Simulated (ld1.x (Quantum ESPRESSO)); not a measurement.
## Logarithmic derivatives: boron, PAW

* Element: boron (B)
* Generator: ld1.x (Quantum ESPRESSO) 7.5
* Type: PAW
* Functional: PW91
* Relativity: fully relativistic
* Frozen core: [He]
* Valence charge: 3
* Reference configuration: 2s2 2p1
* Partial waves: 2s (bound): rcut 1.98, rcutus 2.12 bohr; 2s channel at 2.25 Ry: rcut 1.98, rcutus 2.12 bohr; 2p (bound): rcut 3.42, rcutus 4.38 bohr; 2p channel at 0.4 Ry: rcut 3.42, rcutus 4.38 bohr
* Local potential: all-electron potential smoothed inside 3.42 bohr (lloc = -2)
* Core correction: Bessel-smoothed model core inside 1.40 bohr
* Augmentation charge: BESSEL, radius 1.64 bohr

Open shells are filled in proportion to 2j + 1 (rel_dist='average').

The phase is arctan(r·u′/u) with u = r·R(r), unwrapped; energies in Ry, scanned from -3 to 5 Ry. A pole is an energy at which the radial function vanishes at the test radius. The pseudo phase is shifted by a multiple of π to meet the all-electron one at the reference energy, and phase errors are pseudo minus all-electron; the curves can meet again beyond the range given. Levels narrower than the energy grid can be missing from the lists of poles.

| channel | radius (bohr) | reference energy (Ry) | poles, all-electron | poles, pseudo | unbroken range about the reference energy with phases within 0.05 rad | phase error 1 Ry above the reference energy (rad) |
| --- | --- | --- | --- | --- | --- | --- |
| s | 4.76 | -0.70 | -0.67, 0.98, 3.47 | -0.67, 0.98, 3.45 | below 4.6 | -0.009 |
| p1/2 | 4.76 | -0.27 | -0.21, 1.16, 3.42 | -0.21, 1.26, 4.73 | below 1.4 | +0.012 |
| p3/2 | 4.76 | -0.27 | -0.21, 1.16, 3.42 | -0.21, 1.26, 4.73 | below 1.4 | +0.012 |

The ghost test of this file was not conclusive.

Phases in the p1/2 channel:

```csv
E (Ry),all-electron,pseudo
-3.00,1.448,1.449
-2.76,1.443,1.444
-2.52,1.437,1.438
-2.28,1.429,1.431
-2.04,1.421,1.422
-1.80,1.411,1.412
-1.56,1.399,1.400
-1.32,1.382,1.384
-1.08,1.360,1.362
-0.84,1.327,1.329
-0.60,1.263,1.267
-0.36,0.926,0.932
-0.12,-1.768,-1.765
0.12,-2.026,-2.022
0.36,-2.815,-2.814
0.60,-4.241,-4.233
0.84,-4.564,-4.549
1.08,-4.685,-4.662
1.32,-4.764,-4.726
1.56,-4.843,-4.775
1.80,-4.969,-4.822
2.04,-5.384,-4.879
2.28,-7.129,-4.963
2.52,-7.604,-5.136
2.76,-7.728,-5.710
3.00,-7.789,-7.056
3.24,-7.830,-7.509
3.48,-7.862,-7.655
3.72,-7.892,-7.727
3.96,-7.925,-7.771
4.20,-7.970,-7.803
4.44,-8.047,-7.827
4.68,-8.254,-7.849
4.92,-9.568,-7.870
```
